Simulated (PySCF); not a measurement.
# Löwdin shares of the frontier orbitals

Compound: C4H11NOSi.
Z-matrix (Å and degrees, GFN2-xTB geometry), rows numbered from 1:
```
O 
Si  1  1.6332
C   2  1.8962  1  104.65
C   3  1.5284  2  110.90  1    78.29
C   4  1.5351  3  112.45  2    52.42
N   5  1.4492  4  115.53  3   -68.37
C   6  1.4632  5  113.68  4    69.82
H   1  0.9535  2  121.88  3  -175.59
H   2  1.4652  1  111.02  3  -123.16
H   3  1.0908  2  109.52  1  -161.60
H   3  1.0902  2  111.25  1   -43.75
H   4  1.0934  3  109.91  2   173.66
H   4  1.0934  3  109.34  2   -68.39
H   5  1.0953  4  109.08  3   171.17
H   5  1.0943  4  109.56  3    53.10
H   6  1.0166  5  108.96  4   -52.28
H   7  1.0926  2  113.04  1    49.08
H   7  1.0926  2  110.92  1   168.63
```

Level of theory: TDDFT CAM-B3LYP/def2-SVPD, vertical, gas phase, core orbitals frozen in the response in PySCF 2.14.0, density-fitted response routines.

Frontier orbitals with the atoms that hold most of them (Löwdin shares over 4%, at most four atoms; ? is withheld):

| orbital | ε (eV) | atoms |
| --- | --- | --- |
| HOMO-3 | -10.91 | C4 19%, C5 17%, C3 15%, H13 10% |
| HOMO-2 | -10.29 | O1 33%, C7 11%, Si2 11%, C4 8% |
| HOMO-1 | -9.60 | C3 29%, Si2 20%, C4 11%, H9 10% |
| HOMO | ? | ? |
| LUMO | 0.86 | ? |
| LUMO+1 | 1.62 | H10 10%, C5 10%, Si2 10%, C3 9% |
| LUMO+2 | 1.89 | Si2 16%, H18 11%, O1 10%, H9 9% |

Task: Give the leading atoms of the LUMO.

Result: O1 (bonded to Si and H) 32%; Si2 (bonded to 2 C, O and H) 23%; H8 (bonded to O) 16%; H17 (bonded to C) 5%. By element: oxygen 32%, silicon 23%, hydrogen 21% or more.

Task: Give the leading atoms of the HOMO.

Result: N6 (bonded to 2 C and H) 47%; C7 (bonded to N, Si and 2 H) 15%; Si2 (bonded to 2 C, O and H) 8%; C5 (bonded to C, N and 2 H) 6%. By element: nitrogen 47%, carbon 22% or more, silicon 8%.

Task: What is the HOMO energy, and the HOMO–LUMO gap?

Result: ε(HOMO) = -7.20 eV; the gap is 8.06 eV (0.2963 hartree).

Task: How does S1 compare with the orbital gap of 8.06 eV?

Result: S1 is at 5.35 eV (f = 0.0003), 2.72 eV below the gap, made of HOMO→LUMO (82%). 

Next come S2 at 6.01 eV (f 0.0037), HOMO→LUMO+1 (67%), HOMO→LUMO+4 (16%); S3 at 6.22 eV (f 0.018), HOMO→LUMO+2 (79%); S4 at 6.58 eV (f 0.0085), HOMO→LUMO+4 (38%), HOMO→LUMO+3 (19%), HOMO→LUMO+5 (15%); S5 at 6.71 eV (f 0.043), HOMO→LUMO+3 (57%), HOMO→LUMO+4 (30%).

One conformer stands for the species.

Without π bonds the low states are Rydberg-like; a valence basis with one diffuse set may place them up to an eV too high.
